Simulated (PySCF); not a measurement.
Ge2H9NSi.
Geometry (PBE0-D3(BJ)/def2-SVP, Å), atoms numbered from 1 in this order:
```
atom  x, y, z in Å
N1    -1.679    1.056   -0.226
Ge2   -1.535   -0.789   -0.218
Ge3    0.833   -1.173   -0.572
Si4    1.905    0.825    0.163
H5    -1.399    1.485   -1.104
H6    -2.603    1.408    0.016
H7    -2.439   -1.510   -1.253
H8    -1.966   -1.239    1.192
H9     1.146   -1.440   -2.059
H10    1.324   -2.393    0.233
H11    1.522    1.117    1.576
H12    3.393    0.690    0.086
H13    1.494    1.965   -0.712
```

Level: wB97X-D/def2-SVPD in PySCF, non-relativistic, on one gas-phase PBE0-D3(BJ)/def2-SVP geometry that isn't relaxed in the solvent. The solvent is an IEF-PCM continuum (van der Waals radii × 1.2). Only the electrostatic response of the medium enters. Spin–orbit coupling is left out although an atom past zinc is present.

Gas phase at wB97X-D/def2-SVPD: HOMO -9.14 eV, LUMO 1.33 eV, dipole 1.19 D.

**Question.** What does the continuum do to the energy, the frontier levels and the dipole at wB97X-D/def2-SVPD in cyclohexane and water?

**Answer.** 
```csv
solvent,ε,E(solvent) − E(gas) (kcal/mol),polarisation term (kcal/mol),distortion of the solute (kcal/mol),HOMO (eV),LUMO (eV),dipole (D)
cyclohexane,2.017,-1.11,-1.16,0.05,-9.08,1.41,1.35
water,78.36,-3.18,-3.68,0.50,-9.05,1.48,1.69
```

The first energy column is the sum of the next two and covers electrostatics alone. From cyclohexane to water the lowering changes by a factor 2.87, Onsager's factor (ε − 1)/(2ε + 1) by 2.43 and ε itself by 38.9.

**Question.** Which radius a makes the point-dipole formula ΔE = −[(ε − 1)/(2ε + 1)]·μ²/a³ give the value in water, with the gas-phase dipole?

**Answer.** μ = 0.470 au and |ΔE| = 0.00506 Eh give a = 1.47 Å; the farthest nucleus lies 3.48 Å from the centroid of the nuclei, so such a sphere wouldn't even hold the nuclei. The formula assumes a rigid point dipole at the centre of a sphere.

**Question.** Give the dipole vector in the frame of the coordinates (D, pointing from negative to positive charge), gas and water.

**Answer.** Gas (-0.95, 0.19, -0.69), solvent (-1.25, 0.12, -1.13). Its length changes by +41 % and its direction by 8°.

**Question.** How does the static polarisability (wB97X-D/def2-SVPD, frozen core, with the continuum's full static response) change?

**Answer.** 
```csv
medium,isotropic (au),principal values (au),⟨r²⟩ of the electrons (bohr²)
gas,106.4,"89.0, 104.6, 125.7",1219.2
cyclohexane,121.7,"101.9, 119.9, 143.2",1219.2
water,153.0,"133.1, 151.3, 174.7",1219.2
```

The isotropic value in water is 1.44 times the gas-phase one; no cavity-field correction is applied. ⟨r²⟩ is taken about the centre of nuclear charge.

wB97X-D is run here without its empirical dispersion term; that term would change no orbital, density or response property at a fixed geometry.
